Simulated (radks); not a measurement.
Problem. Xe, configuration [Xe]. All-electron calculation, scalar-relativistic Kohn-Sham, exchange-only LDA, spin-polarised, spherical densities, finite nucleus; Fermi nuclear charge, rms radius 4.7859 fm. Program: a radial shooting solver on a logarithmic mesh with Libxc functionals. Some entries of the table are withheld. Estimate them.

orbital,occ.,eigenvalue (hartree),<r> (bohr),<1/r> (bohr^-1)
1s,2,-1261.604,0.02668,58.05
2s,2,(1),0.1147,13.32
2p,6,(2),0.1003,12.72
3s,2,-40.08576,0.3069,4.784
3p,6,-33.60341,0.3048,4.548
3d,10,-23.95904,0.2811,4.309
4s,2,-7.17962,0.7172,1.954
4p,6,-5.12426,0.7656,1.792
4d,10,-2.12830,0.8787,1.512
5s,2,-0.68725,1.860,0.7061
5p,6,-0.26405,2.335,0.5589

Solution. 
(1) 2s eigenvalue (hartree): -196.3207
(2) 2p eigenvalue (hartree): -176.2551
